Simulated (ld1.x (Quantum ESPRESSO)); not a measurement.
# Pseudopotential generation for bismuth: TM, revPBE, non-relativistic.

ld1.x (Quantum ESPRESSO) 7.5 input, shortened:

```
&input
   title='Bi', zed=83., rel=0, dft='REVPBE', iswitch=3,
   config='[Xe] 4f14 5d10 6s2 6p3'
 /
 &inputp
   pseudotype=2, tm=.true., lloc=0,
   nlcc=.true., new_core_ps=.true.
 /
3
6P  2  1   3.00   0.00  2.65  2.65  0.0
5D  3  2  10.00   0.00  1.80  1.80  0.0
6S  1  0   2.00   0.00  2.20  2.20  0.0
 &test
   configts(1)='5d10 6s2 6p3'
 /
```

All-electron outer shells of the reference configuration (revPBE, non-relativistic, ld1.x):

| shell | level (eV) | outermost node (bohr) | outermost maximum (bohr) |
| --- | --- | --- | --- |
| 5s | -125.50 | 0.49 | 0.86 |
| 5p | -89.59 | 0.50 | 0.90 |
| 5d | -30.91 | 0.51 | 1.03 |
| 6s | -11.29 | 1.10 | 2.13 |
| 6p | -4.69 | 1.19 | 2.54 |

Results:

- Cutoffs needed: 55 Ry and 90 Ry (the cutoffs (Ry, on a coarse ladder) from which the occupation-weighted sum of valence levels, in a spherical-Bessel basis at the reference potential, stays within 10 and 1 mRy of its value at 400 Ry)
- Ghost test: no extra level below or beside the all-electron valence levels (p, d, s, f tested) (spherical-Bessel basis up to 400 Ry, 20 bohr box)
- Largest excitation error: -284 meV (all-electron minus pseudo) for 5d9 6s2 6p3, out of 7 test configurations

Generation and tests took about 2.2 s on one core of a shared server CPU.
